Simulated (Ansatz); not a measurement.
CH₃I, SMILES `CI`, relaxed with RKS PBE-D4/def2-SVP in the Gaussian-basis code of Ansatz from a rough embedded geometry. The force threshold is 0.03 eV/Å; the program also tests the step.

Total charge 0; spin multiplicity 1. I: def2 effective core potential.

Start:

```xyz
5

C     0.101   -0.053    0.189
I    -1.154    0.353   -1.497
H    -0.423   -0.249    1.022
H     0.740   -0.911   -0.075
H     0.736    0.859    0.362
```

By how much does the energy fall, and how many steps does the optimiser take? (An estimate is asked.)

The calculation gave: 21.84 kJ/mol, in 2 steps.

Which bonds change most? (Best estimate.)

Computed: C1–H3 from 1.004 to 1.103 Å; C1–I2 from 2.141 to 2.166 Å; C1–H5 from 1.125 to 1.103 Å; C1–H4 from 1.101 to 1.103 Å.

Give the relaxed structure. (Best estimate.)

Ansatz gave: 
```xyz
5

C     0.140   -0.042    0.180
I    -1.171    0.355   -1.499
H    -0.494   -0.260    1.056
H     0.767   -0.911   -0.084
H     0.757    0.857    0.347
```
